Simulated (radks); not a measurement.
The numbers below are computed, except where a source is named.
The samarium ion Sm57+, configuration [He] 2s2 2p1 (the NIST ground configuration).

Level of theory: scalar-relativistic Kohn-Sham, exchange-only LDA, spin-polarised, spherical densities, point nucleus; open shells are filled with parallel spins first (spin-orbit coupling, left out, can overturn this in heavy ions) (a radial shooting solver on a logarithmic mesh with Libxc functionals).

Energy parts (hartree):
part                   energy
total              -5427.1166
kinetic             6012.3478
electron-nucleus  -11598.1282
Hartree              214.6409
exchange             -55.9772

Orbitals (lengths in bohr, moments of r in powers of bohr; r(max) is where P^2 peaks; r(90%) holds 90 % of the orbital's charge):
\begin{tabular}{lrrrrr}
orbital & occ. & eigenvalue (hartree) & <r^4> & r(max) & r(90%) \\ \hline
1s up & 1 & -1931.148 & 1.294e-06 & 0.01448 & 0.0410 \\
1s down & 1 & -1930.397 & 1.292e-06 & 0.01448 & 0.0409 \\
2s up & 1 & -465.1457 & 0.0001710 & 0.07988 & 0.142 \\
2s down & 1 & -463.8994 & 0.0001719 & 0.07994 & 0.143 \\
2p up & 1 & -440.5452 & 0.0001186 & 0.06378 & 0.130 \\
2p down & 0 & -439.0600 & 0.0001194 & 0.06384 & 0.130 \\
\end{tabular}

The highest occupied level is 2p up at -11987.8 eV. Spin moment in Bohr magnetons: 1. The density falls to 0.001 e/bohr^3 at r = 0.35 bohr. Summed over all electrons, <r^2> = 0.02951 bohr^2, which gives a Langevin (diamagnetic) susceptibility term of -0.0234 x 10^-6 cm^3/mol.
